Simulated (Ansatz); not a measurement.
Basis sets compared for Li₄O₂ (the lowest singlet isomer of a short search). The state is a singlet with charge 0. Geometry r2SCAN-D4/def2-TZVP. Ansatz on 4 threads of Arm Neoverse V1 on a shared host; times are rough, and most runs start from earlier orbitals.

Cartesian coordinates in Å:
```
Li -2.935 0.453 -0.819
Li 0.199 -0.380 -0.931
Li -0.199 0.388 0.933
Li 2.934 -0.466 0.814
O -1.388 0.219 -0.385
O 1.388 -0.214 0.387
```

The structure comes from a short search, and lower isomers may exist.

Binding counts from free atoms (Li doublet, O triplet) in the same basis, without a counterpoise term.

```csv
level,functions,energy (Eh),HOMO (eV),LUMO (eV),binding per atom (eV),wall time
HF/STO-3G,30,-177.2893,-6.55,2.66,1.90,0.15 s
HF/def2-TZVP,118,-179.7228,-7.30,0.74,1.64,0.3 s
PBE-D4/def2-SVP,64,-180.3221,-2.81,-1.09,3.07,0.65 s
PBE-D4/def2-TZVP (with forces),118,-180.5220,-3.00,-1.07,2.97,0.85 s
r2SCAN-D4/def2-TZVP,118,-180.6699,-3.07,-0.55,2.88,1.4 s
PBE0-D4/def2-SVP,64,-180.3221,-3.97,-0.59,2.88,0.65 s
PBE0-D4/def2-TZVP,118,-180.5204,-4.15,-0.54,2.79,1.2 s
```

**Question.** Estimate the rows for PBE-D4/def2-TZVPD, r2SCAN-D4/def2-TZVPD, PBE0-D4/def2-TZVPD.

**Answer.** 
| level | functions | energy (Eh) | HOMO (eV) | LUMO (eV) | binding per atom (eV) | wall time |
| --- | --- | --- | --- | --- | --- | --- |
| PBE-D4/def2-TZVPD | 148 | -180.5241 | -3.02 | -1.07 | 2.97 | 1 s |
| r2SCAN-D4/def2-TZVPD | 148 | -180.6723 | -3.11 | -0.53 | 2.88 | 1.8 s |
| PBE0-D4/def2-TZVPD | 148 | -180.5226 | -4.18 | -0.57 | 2.79 | 1.1 s |
